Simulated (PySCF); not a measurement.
# Vertical excitation energies

C3H12O2Si3.
SMILES: `C[SiH2]O[Si@@H]1CC[SiH2]O1`

Method: TDDFT B3LYP/def2-SVPD, vertical, gas phase, core orbitals frozen in the response in PySCF 2.14.0, density-fitted response routines. Geometry: PBE0-D3(BJ)/def2-SVP, one conformer, isolated molecule.

```csv
state,E (eV),λ (nm),f,|μ| (D),"main configurations (H = HOMO, L = LUMO)"
S1,7.02,176.6,0.0021,0.28,H→L (94%)
S2,7.21,171.9,0.0084,0.55,"H→L+1 (63%), H-1→L (16%), H→L+2 (11%)"
S3,7.31,169.6,0.0031,0.33,"H-1→L (55%), H→L+2 (14%), H→L+1 (11%)"
S4,7.32,169.3,0.0046,0.40,"H→L+2 (64%), H→L+1 (21%)"
S5,7.54,164.5,0.0037,0.36,"H-1→L+1 (65%), H-1→L (15%), H-3→L (9%)"
S6,7.62,162.8,0.014,0.69,"H-3→L (32%), H-2→L (28%), H-3→L+1 (10%)"
S7,7.69,161.3,0.029,1.00,"H→L+3 (43%), H-3→L (14%)"
S8,7.71,160.9,0.033,1.07,"H-1→L+2 (43%), H→L+3 (19%), H-2→L+2 (17%)"
S9,7.79,159.2,0.030,1.00,"H→L+4 (74%), H-2→L (10%)"
S10,7.83,158.3,0.010,0.59,"H-2→L (33%), H→L+3 (16%), H-1→L+2 (14%)"
```

Triplets (Tamm–Dancoff): T1 6.86 eV, H→L (72%), H-1→L (11%); T2 6.98 eV, H-1→L (30%), H-1→L+1 (17%), H→L (14%); T3 7.06 eV, H→L+2 (58%); T4 7.10 eV, H→L+1 (55%), H-1→L (10%), H→L+2 (9%).

The lowest singlet comes at 177 nm (677 kJ/mol) in the vacuum ultraviolet; it is very weak; its leading configuration is HOMO→LUMO (94%). The most intense listed level is S8 at 7.71 eV (161 nm, f = 0.033), 0.69 eV above S1. Löwdin shares by element: HOMO carbon 29% or more, oxygen 20% or more, silicon 14% or more (atoms not listed hold the other 38%); LUMO silicon 37%, oxygen 8% or more (atoms not listed hold the other 55%). The listed states span 0.81 eV, and the widest gap between neighbours is 0.22 eV (S4 to S5). The oscillator strengths of these states sum to 0.138; summed over the whole spectrum of an exact calculation they would give the number of electrons, 88 (Thomas–Reiche–Kuhn). Of the 10 states listed, 5 reach f = 0.01 and none stays under 0.0005. The vertical ionisation energy (ΔSCF) is 9.67 eV, 1.84 eV above S10. Singlets were solved by full linear response, triplets in the Tamm–Dancoff approximation.

Without π bonds the low states are Rydberg-like; a valence basis with one diffuse set may place them up to an eV too high.
